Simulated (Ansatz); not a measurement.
System: CNiO, charge 0, multiplicity 1. 
Structure (B3LYP-D3(BJ)/def2-TZVP (Ansatz, a first-principles code) minimum search):
SMILES: [O+]#[C-]->[Ni]
```xyz
3

Ni     0.0000     0.0000    -0.7787
O      0.0000     0.0000     2.0494
C      0.0000     0.0000     0.9016
```

Property: atomisation energy (electronic, to ground-state atoms), in kcal/mol. Valence correlation only, unless marked. UHF or UKS for open shells. Spin-orbit coupling is left out. The frozen core is the preceding noble-gas configuration, with the filled d and f shells of earlier blocks. Non-relativistic.  The program attaches cautions to a run behind HF/6-31G: large difference. The program attaches cautions to a run behind SCS-MP2/6-31G: large difference.

```csv
level,program,atomisation energy (kcal/mol),rough core time
HF/6-31G,Ansatz,7.4,-
PBE-D4/def2-TZVPD,Ansatz + dftd4,330.9,under 20 s
r2SCAN/def2-TZVPD,Ansatz,306.3,under 20 s
B3LYP-D4/def2-TZVPD,Ansatz + dftd4,290.3,under 20 s
CAM-B3LYP-D4/def2-TZVPD,Ansatz + dftd4,288.6,under 20 s
wB97X-V/def2-TZVPD,Ansatz,290.9,under 20 s
B2GP-PLYP-D3(BJ)/def2-TZVPD,Ansatz + dftd3,319.0,under 20 s
PBE-QIDH/def2-TZVPD,Ansatz,306.5,under 20 s
SCS-MP2/6-31G,Ansatz,174.4,-
CCSD/def2-SVP,Ansatz,231.4,-
CCSD/def2-SVPD,Ansatz,241.8,-
CCSD/def2-TZVPP,Ansatz,256.5,-
CCSD/def2-TZVPPD,Ansatz,256.7,-
CCSD(T)/def2-TZVPPD,Ansatz,287.7,2.3 min
```

Core times are rough, on shared machines, summed over the molecules involved; a dash marks a level read off another run, or run on other hardware, by another program or under a memory cap.

The Hartree-Fock reference is unstable (checked in the largest basis), which strains HF and MP2. The T1 diagnostic of CCSD in the largest basis is 0.047, which is high, so the coupled-cluster rows are less sure than usual.
